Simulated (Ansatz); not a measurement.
One change: `[NH2][Hf]([NH2])([NH2])[F]` becomes `[NH2][Hf]([NH2])([F])[F]`.

Ansatz, PBE0-D4/def2-TZVP geometries, multiplicity 1. Each molecule was computed in one conformer, which needn't be the lowest.

Elements past krypton have def2 core potentials.

```csv
property,`[NH2][Hf]([NH2])([NH2])[F]`
zero-point energy (PBE0-D4/def2-TZVP) / kJ/mol,198.5
HOMO energy (B3LYP/def2-TZVPP) / eV,-6.83
size of the dipole moment (B3LYP/def2-TZVPP) / D,1.98
HOMO energy (PBE/def2-TZVPP) / eV,-5.67
LUMO energy (B3LYP/def2-TZVPP) / eV,-0.35
HOMO–LUMO gap (B3LYP/def2-TZVPP) / eV,6.48
```

Question: Give the same properties after the change, and the shifts. (Estimate.)

Answer: Ansatz gave: 
```csv
property,`[NH2][Hf]([NH2])([F])[F]`,shift
zero-point energy (PBE0-D4/def2-TZVP) / kJ/mol,138.7,-59.8
HOMO energy (B3LYP/def2-TZVPP) / eV,-7.30,-0.47
size of the dipole moment (B3LYP/def2-TZVPP) / D,2.65,0.67
HOMO energy (PBE/def2-TZVPP) / eV,-6.09,-0.42
LUMO energy (B3LYP/def2-TZVPP) / eV,-0.60,-0.25
HOMO–LUMO gap (B3LYP/def2-TZVPP) / eV,6.70,0.22
```

With PBE0 the HOMO falls by 0.47 eV and the LUMO falls by 0.23 eV, so the gap widens by about 0.24 eV. PBE moves the HOMO by -0.42 eV and ωB97M-V by -0.48 eV. The zero-point energy changes by -59.8 kJ/mol with -6 modes. Dipoles are sizes alone; their direction can turn.

B3LYP here is the variant with VWN-RPA as its local correlation; programs differ in this.
